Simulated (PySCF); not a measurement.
CH₅F₃Si₂, SMILES C[Si@@H]([SiH](F)F)F.

Geometry: PBE-D3(BJ)/def2-SVP. The structure was generated by enumeration; whether it is a known compound was not checked. The values are those of a single conformer.

All values below come from TDDFT-CAM-B3LYP/def2-SVPD in PySCF.

Vertical excitations. 

```
state  energy (eV)  λ (nm)      f                                                                   main pairs
-----  -----------  ------  -----  ---------------------------------------------------------------------------
S1            6.38     194  0.028                                                               HOMO→LUMO 94 %
S2            6.81     182  0.047                                                             HOMO→LUMO+1 91 %
S3            7.63     162  0.007                                                             HOMO−1→LUMO 94 %
S4            8.31     149  0.080                                         HOMO−1→LUMO+1 69 %, HOMO→LUMO+2 25 %
S5            8.40     148  0.011                                         HOMO→LUMO+2 61 %, HOMO−1→LUMO+1 25 %
S6            8.58     145  0.090        HOMO→LUMO+4 40 %, HOMO→LUMO+5 25 %, HOMO→LUMO+3 12 %, HOMO→LUMO+2 7 %
S7            8.78     141  0.412                                           HOMO→LUMO+3 75 %, HOMO→LUMO+5 15 %
S8            9.06     137  0.008                                           HOMO→LUMO+5 46 %, HOMO→LUMO+4 34 %
S9            9.41     132  0.015                                                             HOMO−2→LUMO 77 %
S10           9.52     130  0.035  HOMO−1→LUMO+2 43 %, HOMO−2→LUMO+1 17 %, HOMO−1→LUMO+4 13 %, HOMO→LUMO+7 7 %
T1            5.59     222      0                                                               HOMO→LUMO 94 %
T2            5.94     209      0                                                             HOMO→LUMO+1 89 %
T3            7.28     170      0                                                             HOMO−1→LUMO 89 %
T4            7.61     163      0                        HOMO→LUMO+3 57 %, HOMO−1→LUMO+1 17 %, HOMO→LUMO+6 9 %
```
Triplets are in the Tamm–Dancoff approximation, which puts them higher than full response would, so one can lie above its singlet here.
